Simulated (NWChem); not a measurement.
System: BCl cation, doublet

Parts of the log:

```
             Northwest Computational Chemistry Package (NWChem) 7.3.0
             --------------------------------------------------------

 ORDER OF PRIMARY AXIS IS BEING SET TO 4
 C4V symmetry detected

                             Geometry "geometry" -> ""
                             -------------------------

 Output coordinates in angstroms (scale by  1.889725989 to convert to a.u.)

  No.       Tag          Charge          X              Y              Z
 ---- ---------------- ---------- -------------- -------------- --------------
    1 B                    5.0000     0.00000000     0.00000000    -1.23919800
    2 Cl                  17.0000     0.00000000     0.00000000     0.36447000

 Effective nuclear repulsion energy (a.u.)      28.0482407612

      Symmetry information
      --------------------

 Group name             C4v
 Group number             18
 Group order               8
 No. of unique centers     2

  pbe96 is a nonlocal functional; adding pw91lda local functional.

                                 NWChem DFT Module
                                 -----------------

 Summary of "ao basis" -> "ao basis" (spherical)
 ------------------------------------------------------------------------------
       Tag                 Description            Shells   Functions and Types
 ---------------- ------------------------------  ------  ---------------------
 B                          def2-svp                 6       14   3s2p1d
 Cl                         def2-svp                 8       18   4s3p1d

      Symmetry analysis of basis
      --------------------------

        a1         14
        a2          0
        b1          2
        b2          2
        e          14

            General Information
            -------------------
          SCF calculation type: DFT
          Wavefunction type:  spin polarized.
          No. of atoms     :     2
          No. of electrons :    21
           Alpha electrons :    11
            Beta electrons :    10
          Charge           :     1
          Spin multiplicity:     2
          Use of symmetry is: on ; symmetry adaption is: on
          Maximum number of iterations: 150
          AO basis - number of functions:    32
                     number of shells:    14
          Convergence on energy requested:  1.00D-06
          Convergence on density requested:  1.00D-05
          Convergence on gradient requested:  5.00D-04

              XC Information
              --------------
          PerdewBurkeErnzerhof Exchange Functional  1.000
            Perdew 1991 LDA Correlation Functional  1.000 local
           PerdewBurkeErnz. Correlation Functional  1.000 non-local

             Grid Information
             ----------------
          Grid used for XC integration:  medium
          Radial quadrature: Mura-Knowles
          Angular quadrature: Lebedev.
          Tag              B.-S. Rad. Rad. Pts. Rad. Cut. Ang. Pts.
          ---              ---------- --------- --------- ---------
          B                   0.85       49           6.0       434
          Cl                  1.00       88           7.0       590
          Grid pruning is: on
          Number of quadrature shells:   137
          Spatial weights used:  Erf1

      Superposition of Atomic Density Guess
      -------------------------------------

 Sum of atomic energies:        -483.82751387

 Renormalizing density from      22.00 to     21

      Non-variational initial energy
      ------------------------------

 Total energy =    -470.109114
 1-e energy   =    -689.874498
 2-e energy   =     191.717143
 HOMO         =      -0.589440
 LUMO         =      -0.304565

   Symmetry analysis of molecular orbitals - initial alpha
   -------------------------------------------------------

 !! scf_movecs_sym_adapt:    4 vectors were symmetry contaminated

  Symmetry fudging

 !! scf_movecs_sym_adapt:    2 vectors were symmetry contaminated

  Numbering of irreducible representations:

     1 a1          2 a2          3 b1          4 b2          5 e

  Orbital symmetries:

     1 a1          2 a1          3 a1          4 e           5 e
     6 a1          7 a1          8 a1          9 e          10 e
    11 a1         12 e          13 e          14 a1         15 a1
    16 e          17 e          18 a1         19 a1         20 e
    21 e

   Symmetry analysis of molecular orbitals - initial beta
   ------------------------------------------------------

 !! scf_movecs_sym_adapt:    4 vectors were symmetry contaminated

  Symmetry fudging

 !! scf_movecs_sym_adapt:    2 vectors were symmetry contaminated

  Numbering of irreducible representations:

     1 a1          2 a2          3 b1          4 b2          5 e

  Orbital symmetries:

     1 a1          2 a1          3 a1          4 e           5 e
     6 a1          7 a1          8 a1          9 e          10 e
    11 a1         12 e          13 e          14 a1         15 a1
    16 e          17 e          18 a1         19 a1         20 e
    21 e

     ---------------------------------------------
      Total Density - Mulliken Population Analysis
     ---------------------------------------------

    Atom       Charge   Shell Charges
 -----------   ------   -------------------------------------------------------
    1 B    5     3.83   1.99  0.96  0.31  0.44  0.06  0.07
    2 Cl  17    17.17   2.00  2.00  1.51  0.37  5.98  2.82  2.47  0.03

     --------------------------------------------
      Spin Density - Mulliken Population Analysis
     --------------------------------------------

    Atom       Charge   Shell Charges
 -----------   ------   -------------------------------------------------------
    1 B    5     0.87   0.00  0.44  0.26  0.14  0.02  0.01
    2 Cl  17     0.13   0.00  0.00  0.02 -0.01  0.00  0.10  0.02  0.00

   convergence    iter        energy       DeltaE   RMS-Dens  Diis-err
 ---------------- ----- ----------------- --------- --------- ---------
 d= 0,ls=0.0,diis     1   -483.9460954318 -5.12D+02  5.54D-02  6.45D-01
                                                     5.42D-02  5.99D-01
 d= 0,ls=0.0,diis     2   -480.8876789604  3.06D+00  4.41D-02  4.19D+00
                                                     4.78D-02  5.16D+00
 d= 0,ls=0.0,diis     3   -484.1981315788 -3.31D+00  1.06D-02  4.10D-02
                                                     7.67D-03  2.99D-02
 d= 0,ls=0.0,diis     4   -484.2192178400 -2.11D-02  2.58D-03  1.58D-02
                                                     2.78D-03  1.62D-02
 d= 0,ls=0.0,diis     5   -484.2298735143 -1.07D-02  3.99D-04  3.52D-04
                                                     3.26D-04  3.23D-04
  Resetting Diis
 d= 0,ls=0.0,diis     6   -484.2300796728 -2.06D-04  1.27D-04  2.78D-05
                                                     1.52D-04  3.25D-05
 d= 0,ls=0.0,diis     7   -484.2301025684 -2.29D-05  1.06D-05  2.89D-08
                                                     2.49D-05  1.13D-07
 d= 0,ls=0.0,diis     8   -484.2301024679  1.01D-07  1.51D-05  3.16D-07
                                                     1.14D-05  2.20D-07
 d= 0,ls=0.0,diis     9   -484.2301026467 -1.79D-07  1.60D-06  2.90D-09
                                                     3.76D-06  1.00D-08

         Total DFT energy =     -484.230102646715
      One electron energy =     -715.838086789327
           Coulomb energy =      235.257712523488
    Exchange-Corr. energy =      -31.697969142039
 Nuclear repulsion energy =       28.048240761164

 Numeric. integr. density =       21.000000197906

                  Occupations of the irreducible representations
                  ----------------------------------------------

                     irrep           alpha         beta
                     --------     --------     --------
                     a1                7.0          6.0
                     a2                0.0          0.0
                     b1                0.0          0.0
                     b2                0.0          0.0
                     e                 4.0          4.0

                    DFT Final Alpha Molecular Orbital Analysis
                    ------------------------------------------

 Vector    9  Occ=1.000000D+00  E=-6.501803D-01  Symmetry=e
              MO Center=  2.9D-15,  1.9D-15,  5.8D-02, r^2= 1.3D+00
   Bfn.  Coefficient  Atom+Function         Bfn.  Coefficient  Atom+Function
  ----- ------------  ---------------      ----- ------------  ---------------
    25      0.428997  2 Cl px                22      0.391295  2 Cl px
    26      0.289838  2 Cl py                23      0.264366  2 Cl py
     4     -0.233675  1 B  px                19      0.219862  2 Cl px
     5     -0.157875  1 B  py                20      0.148542  2 Cl py
     7      0.058817  1 B  px                 8      0.039738  1 B  py

 Vector   10  Occ=1.000000D+00  E=-6.501803D-01  Symmetry=e
              MO Center=  2.7D-16, -2.5D-16,  5.8D-02, r^2= 1.3D+00
   Bfn.  Coefficient  Atom+Function         Bfn.  Coefficient  Atom+Function
  ----- ------------  ---------------      ----- ------------  ---------------
    26      0.428997  2 Cl py                23      0.391295  2 Cl py
    25     -0.289838  2 Cl px                22     -0.264366  2 Cl px
     5     -0.233675  1 B  py                20      0.219862  2 Cl py
     4      0.157875  1 B  px                19     -0.148542  2 Cl px
     8      0.058817  1 B  py                 7     -0.039738  1 B  px

 Vector   11  Occ=1.000000D+00  E=-5.879640D-01  Symmetry=a1
              MO Center=  2.2D-15, -4.5D-16, -1.5D+00, r^2= 1.4D+00
   Bfn.  Coefficient  Atom+Function         Bfn.  Coefficient  Atom+Function
  ----- ------------  ---------------      ----- ------------  ---------------
     2      0.601296  1 B  s                  6      0.509824  1 B  pz
     3      0.248546  1 B  s                  1      0.214279  1 B  s
    24      0.209505  2 Cl pz                27      0.193417  2 Cl pz
    21      0.116085  2 Cl pz                 9     -0.100195  1 B  pz
    17     -0.058649  2 Cl s                 18      0.034680  2 Cl s

 Vector   12  Occ=0.000000D+00  E=-4.150960D-01  Symmetry=e
              MO Center= -2.8D-15, -1.7D-14, -9.2D-01, r^2= 1.8D+00
   Bfn.  Coefficient  Atom+Function         Bfn.  Coefficient  Atom+Function
  ----- ------------  ---------------      ----- ------------  ---------------
     5      0.735080  1 B  py                26      0.397128  2 Cl py
     8     -0.338864  1 B  py                23      0.257338  2 Cl py
    20      0.140973  2 Cl py                 4      0.111328  1 B  px
    29      0.084739  2 Cl d -1              25      0.060145  2 Cl px
     7     -0.051321  1 B  px                22      0.038974  2 Cl px

 Vector   13  Occ=0.000000D+00  E=-4.150960D-01  Symmetry=e
              MO Center= -6.4D-16,  8.9D-16, -9.2D-01, r^2= 1.8D+00
   Bfn.  Coefficient  Atom+Function         Bfn.  Coefficient  Atom+Function
  ----- ------------  ---------------      ----- ------------  ---------------
     4      0.735080  1 B  px                25      0.397128  2 Cl px
     7     -0.338864  1 B  px                22      0.257338  2 Cl px
    19      0.140973  2 Cl px                 5     -0.111328  1 B  py
    31     -0.084739  2 Cl d  1              26     -0.060145  2 Cl py
     8      0.051321  1 B  py                23     -0.038974  2 Cl py

 Vector   14  Occ=0.000000D+00  E=-1.625313D-01  Symmetry=a1
              MO Center= -6.0D-15, -1.6D-13, -6.0D-01, r^2= 2.8D+00
   Bfn.  Coefficient  Atom+Function         Bfn.  Coefficient  Atom+Function
  ----- ------------  ---------------      ----- ------------  ---------------
    18     -1.022405  2 Cl s                  9      0.956462  1 B  pz
    27      0.828823  2 Cl pz                 3      0.814459  1 B  s
     6     -0.630212  1 B  pz                 2      0.452056  1 B  s
    17     -0.385403  2 Cl s                 24      0.249944  2 Cl pz
    16      0.242378  2 Cl s                 30      0.170120  2 Cl d  0

                     DFT Final Beta Molecular Orbital Analysis
                     -----------------------------------------

 Vector    8  Occ=1.000000D+00  E=-7.607437D-01  Symmetry=a1
              MO Center= -1.4D-16,  4.6D-17,  2.5D-01, r^2= 1.2D+00
   Bfn.  Coefficient  Atom+Function         Bfn.  Coefficient  Atom+Function
  ----- ------------  ---------------      ----- ------------  ---------------
    24     -0.407383  2 Cl pz                 2      0.402193  1 B  s
    27     -0.342095  2 Cl pz                17     -0.323774  2 Cl s
    18     -0.248194  2 Cl s                  6     -0.239732  1 B  pz
    21     -0.237360  2 Cl pz                16      0.216619  2 Cl s
     1      0.169720  1 B  s                 12      0.039217  1 B  d  0

 Vector    9  Occ=1.000000D+00  E=-6.473566D-01  Symmetry=e
              MO Center=  3.1D-15, -3.0D-15,  1.3D-01, r^2= 1.2D+00
   Bfn.  Coefficient  Atom+Function         Bfn.  Coefficient  Atom+Function
  ----- ------------  ---------------      ----- ------------  ---------------
    25      0.394141  2 Cl px                26     -0.368331  2 Cl py
    22      0.355213  2 Cl px                23     -0.331952  2 Cl py
    19      0.199581  2 Cl px                20     -0.186512  2 Cl py
     4     -0.167804  1 B  px                 5      0.156816  1 B  py
     7      0.040390  1 B  px                 8     -0.037745  1 B  py

 Vector   10  Occ=1.000000D+00  E=-6.473566D-01  Symmetry=e
              MO Center= -5.3D-16,  1.6D-16,  1.3D-01, r^2= 1.2D+00
   Bfn.  Coefficient  Atom+Function         Bfn.  Coefficient  Atom+Function
  ----- ------------  ---------------      ----- ------------  ---------------
    26      0.394141  2 Cl py                25      0.368331  2 Cl px
    23      0.355213  2 Cl py                22      0.331952  2 Cl px
    20      0.199581  2 Cl py                19      0.186512  2 Cl px
     5     -0.167804  1 B  py                 4     -0.156816  1 B  px
     8      0.040390  1 B  py                 7      0.037745  1 B  px

 Vector   11  Occ=0.000000D+00  E=-4.691407D-01  Symmetry=a1
              MO Center= -4.1D-17, -7.8D-15, -1.5D+00, r^2= 1.5D+00
   Bfn.  Coefficient  Atom+Function         Bfn.  Coefficient  Atom+Function
  ----- ------------  ---------------      ----- ------------  ---------------
     2      0.603250  1 B  s                  3      0.410601  1 B  s
     6      0.387258  1 B  pz                 1      0.229020  1 B  s
    27      0.225924  2 Cl pz                24      0.205400  2 Cl pz
    17     -0.131072  2 Cl s                 21      0.111472  2 Cl pz
    18     -0.072309  2 Cl s                 16      0.070710  2 Cl s

 Vector   12  Occ=0.000000D+00  E=-3.674711D-01  Symmetry=e
              MO Center=  1.9D-18, -6.5D-17, -9.3D-01, r^2= 1.8D+00
   Bfn.  Coefficient  Atom+Function         Bfn.  Coefficient  Atom+Function
  ----- ------------  ---------------      ----- ------------  ---------------
     4      0.584535  1 B  px                 5     -0.451101  1 B  py
    25      0.300369  2 Cl px                 7     -0.292514  1 B  px
    26     -0.231802  2 Cl py                 8      0.225741  1 B  py
    22      0.189790  2 Cl px                23     -0.146466  2 Cl py
    19      0.102561  2 Cl px                31     -0.083177  2 Cl d  1

[...]
```

Level: PBE/def2-SVP, spin-unrestricted. Geometry: optimised at PBE0/def2-SVP, spin-unrestricted. No stability test was run on the SCF state.

Task: Reconstruct the input file.

Result: This is not unique; one that fits is the input that was run:
```
start job
memory heap 200 mb stack 900 mb global 1100 mb
charge 1
geometry units angstroms noautoz
  B      0.000000     0.000000    -1.213359
  Cl     0.000000     0.000000     0.390309
end
basis spherical
  * library def2-svp
end
dft
  odft
  mult 2
  xc xpbe96 cpbe96
  iterations 150
  mulliken
end
task dft energy
```
